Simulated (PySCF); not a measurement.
**Distorted geometries of Pb(CH3)2Cl2**

Pb(CH3)2Cl2 (singlet). PySCF 2.14.0, RKS BP86, Pb def2-SVP with ECP60, C def2-SVP, H def2-SVP, Cl def2-SVP; non-relativistic Hamiltonian with scalar-relativistic core potentials where named; density fitting; no spin-orbit coupling. Relaxed geometry:

```xyz
11

Pb    0.0000    0.0000    0.2565
C     1.4963    1.4998    1.0266
H     2.1041    1.7359    0.1340
H     0.9321    2.3792    1.3855
H     2.1012    1.0248    1.8196
C    -1.4963   -1.4998    1.0266
H    -2.1041   -1.7359    0.1340
H    -0.9321   -2.3792    1.3855
H    -2.1012   -1.0248    1.8196
Cl    1.4193   -1.4172   -1.2101
Cl   -1.4193    1.4172   -1.2101
```

Task: Order these distorted geometries by energy above the relaxed one, lowest first.
A.
```xyz
11

Pb   -0.0081    0.1192    0.2448
C     1.5054    1.4761    0.9726
H     2.0345    1.7630    0.2246
H     0.9183    2.3147    1.4927
H     2.1868    0.9971    1.6859
C    -1.3912   -1.5873    1.0611
H    -2.2108   -1.7564    0.0620
H    -0.9989   -2.1794    1.5088
H    -1.9380   -1.0202    1.7651
Cl    1.3719   -1.5811   -1.2357
Cl   -1.4699    1.4542   -1.2140
```
B.
```xyz
11

Pb    0.1455    0.0822    0.3387
C     1.4898    1.3609    0.9122
H     2.1523    1.5477    0.3988
H     0.8175    2.5449    1.3256
H     2.2417    0.8954    1.6735
C    -1.4422   -1.3177    1.2146
H    -2.2987   -1.5786    0.2277
H    -0.9607   -2.3732    1.3287
H    -2.0757   -0.9713    1.6762
Cl    1.1943   -1.3880   -1.2966
Cl   -1.2639    1.1977   -1.2315
```
C.
```xyz
11

Pb   -0.0158   -0.0179    0.3672
C     1.5713    1.3245    1.0872
H     2.2055    1.7088    0.0745
H     0.6889    2.4772    1.3247
H     2.0192    0.9671    1.7319
C    -1.3077   -1.4345    1.1458
H    -2.1135   -1.7791    0.3236
H    -0.9416   -2.2003    1.2340
H    -2.1357   -0.8884    1.8420
Cl    1.4973   -1.6315   -1.2771
Cl   -1.4680    1.4740   -1.2857
```

Result: A (3.52 eV), C (6.20 eV), B (6.65 eV).

Task: Which forces (eV/Å) act in the one that lies 6.20 eV up?

Result: 
```
Pb    1.69   0.71  -3.27
C   -10.10  11.71 -15.25
H    -1.54  -1.25   2.75
H     2.97  -3.36  -0.20
H     8.73  -6.56  12.88
C   -13.56  14.77  -2.63
H     1.57   1.14   0.69
H     8.12 -15.82   3.47
H     2.31  -1.60  -0.59
Cl   -0.90   1.00   1.08
Cl    0.72  -0.73   1.06
```
Forces carry noise of the integration grid, about 0.01 to 0.03 eV/Å.

A frequency check found unstable modes (2, the lowest at -47 cm⁻¹), so the relaxed geometry is probably a saddle point.
